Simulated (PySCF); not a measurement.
Sn(OMe)(SH) (CH4OSSn), SMILES C[O][Sn][SH] (connectivity only; charge and spin as stated), neutral, multiplicity 1.

Coordinates come from a B3LYP-D3(BJ)/def2-SVP optimisation. The structure was generated by enumeration; whether it is a known compound was not checked. The def2 effective core potentials stand for the cores of Sn; spin–orbit coupling is left out. One conformer was computed; it need not be the lowest.

Two levels are set side by side: TDA-PBE/def2-SVPD (PySCF) and TDA-CAM-B3LYP/def2-SVPD (PySCF). Vertical, same geometry. The lowest singlet is HOMO−2→LUMO 98 % with PBE and HOMO→LUMO 97 % with the other functional; states are paired by order. Differences are taken from unrounded values.

```csv
quantity,TDA-PBE
lowest singlet excitation (eV),3.67
lowest triplet excitation (TDA) (eV),2.99
first bright state (f over 0.05) (eV),5.62
its oscillator strength,0.09
```

Task: These are the TDA-PBE values. What does TDA-CAM-B3LYP give? (An estimate is asked for; the answer gives what the named calculation found.)

Result: 
```tsv
quantity	TDA-CAM-B3LYP	TDA-PBE minus TDA-CAM-B3LYP
lowest singlet excitation (eV)	4.00	-0.34
lowest triplet excitation (TDA) (eV)	2.99	-0.01
first bright state (f over 0.05) (eV)	6.06	-0.44
its oscillator strength	0.16	-0.07
```

Functionals without exact exchange tend to place singlet excitations lower, as here. Differences between two approximate levels are no errors against the true value.

Rough cost on one machine, each run with all the roots and properties that it gave: TDA-CAM-B3LYP against TDA-PBE about 3 times.
